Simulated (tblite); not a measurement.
Compound: C₃H₁₁GeNOSi.
Bonds: C1–C2, C2–O3 (double), C2–N4, N4–Si5, Si5–C6, C6–Ge7. Hydrogens: H8, H9, H10 on C1; H11 on N4; H12, H13 on Si5; H14, H15 on C6; H16, H17, H18 on Ge7.

Computed with GFN2-xTB (tblite), gas phase: L-BFGS steps from a force-field or distance-geometry start until the largest atomic force falls under 0.01 eV/Å.

Step 95: E = -617.7248 eV
```
atom  x, y, z in Å  |  force x, y, z in eV/Å
C1     -3.0505    1.0139   -0.1588    0.004   0.016   0.003
C2     -2.0290   -0.0738    0.0397    0.015   0.005  -0.030
O3     -2.2438   -1.1114    0.6377   -0.030  -0.025   0.022
N4     -0.7994    0.1068   -0.4755    0.021  -0.001   0.007
Si5     0.2245   -1.2928   -0.2059    0.000   0.027  -0.027
C6      1.8172   -0.8512   -1.1442    0.020  -0.017  -0.006
Ge7     2.8691    0.5951   -0.3413    0.032  -0.036   0.020
H8     -3.0308    1.6794    0.7020    0.011   0.013   0.036
H9     -2.8366    1.5927   -1.0531   -0.021   0.005  -0.026
H10    -4.0431    0.5763   -0.2240    0.010  -0.005   0.004
H11    -0.5612    0.9567   -0.9611   -0.005  -0.008   0.005
H12    -0.3970   -2.4460   -0.8514    0.000  -0.026   0.004
H13     0.4859   -1.4420    1.2216   -0.020  -0.002   0.011
H14     2.4420   -1.7414   -1.1759    0.009  -0.002   0.005
H15     1.5915   -0.5973   -2.1798    0.008   0.014   0.019
H16     3.4209    0.2333    1.0020   -0.037  -0.003  -0.036
H17     2.0900    1.8604   -0.1634   -0.036   0.035  -0.006
H18     4.0416    0.9474   -1.2101    0.019   0.011  -0.006
```

Step 96: E = -617.7253 eV
```
atom  x, y, z in Å  |  force x, y, z in eV/Å
C1     -3.0515    1.0127   -0.1596    0.012   0.030   0.010
C2     -2.0311   -0.0759    0.0406    0.018   0.004  -0.020
O3     -2.2473   -1.1132    0.6383   -0.026  -0.021   0.010
N4     -0.8000    0.1064   -0.4716    0.015  -0.012   0.005
Si5     0.2256   -1.2925   -0.2071    0.009   0.011  -0.016
C6      1.8157   -0.8481   -1.1487    0.020  -0.017  -0.011
Ge7     2.8689    0.5943   -0.3419    0.036  -0.006   0.033
H8     -3.0227    1.6839    0.6972    0.000   0.001   0.025
H9     -2.8376    1.5863   -1.0577   -0.040  -0.009  -0.018
H10    -4.0464    0.5775   -0.2164    0.035   0.011   0.001
H11    -0.5604    0.9579   -0.9538   -0.010  -0.009   0.002
H12    -0.3932   -2.4513   -0.8465    0.001  -0.008   0.004
H13     0.4925   -1.4417    1.2199   -0.024  -0.001   0.005
H14     2.4406   -1.7379   -1.1855    0.005  -0.003   0.005
H15     1.5889   -0.5885   -2.1827    0.004   0.007   0.018
H16     3.4040    0.2343    1.0096   -0.036   0.000  -0.048
H17     2.0921    1.8650   -0.1741   -0.016   0.013  -0.014
H18     4.0533    0.9369   -1.2013   -0.001   0.010   0.008
```

**Question.** Estimate the geometry and energy of step 97. (The exact step hangs on the optimiser's Hessian estimate; all steps are aligned on step 96, rigid shifts and turns removed.)

**Answer.** E = -617.7256 eV, largest force 0.049 eV/Å
```
atom  x, y, z in Å  |  force x, y, z in eV/Å
C1     -3.0499    1.0142   -0.1598    0.019   0.021   0.009
C2     -2.0321   -0.0771    0.0398    0.010   0.001   0.000
O3     -2.2518   -1.1138    0.6373   -0.015  -0.013  -0.006
N4     -0.7999    0.1049   -0.4702    0.009  -0.013   0.001
Si5     0.2265   -1.2930   -0.2083    0.015  -0.013  -0.002
C6      1.8162   -0.8481   -1.1499    0.012  -0.009  -0.003
Ge7     2.8676    0.5946   -0.3426    0.009   0.015   0.026
H8     -3.0172    1.6851    0.6971   -0.004   0.005   0.023
H9     -2.8353    1.5865   -1.0585   -0.045  -0.006  -0.018
H10    -4.0457    0.5809   -0.2147    0.034   0.017   0.000
H11    -0.5590    0.9576   -0.9497   -0.012  -0.011   0.001
H12    -0.3898   -2.4557   -0.8442    0.001   0.006   0.004
H13     0.4945   -1.4436    1.2191   -0.026   0.002  -0.002
H14     2.4413   -1.7372   -1.1867    0.012  -0.015   0.002
H15     1.5901   -0.5868   -2.1831   -0.002   0.003   0.003
H16     3.3963    0.2373    1.0098   -0.019  -0.009  -0.022
H17     2.0873    1.8644   -0.1764   -0.005   0.005  -0.020
H18     4.0524    0.9360   -1.2003    0.008   0.015   0.005
```

The energy changes by -0.0004 eV. The first-order estimate −F·Δx gives -0.0005 eV and the mean of the old and new forces, exact on a quadratic surface, -0.0004 eV. The step makes an angle of 76° with the force vector and moves no atom by more than 0.008 Å.

What follows is the cost of the whole relaxation. Hardware: one thread of an Arm Neoverse V1, on a shared host. Cost: 1.3 s.
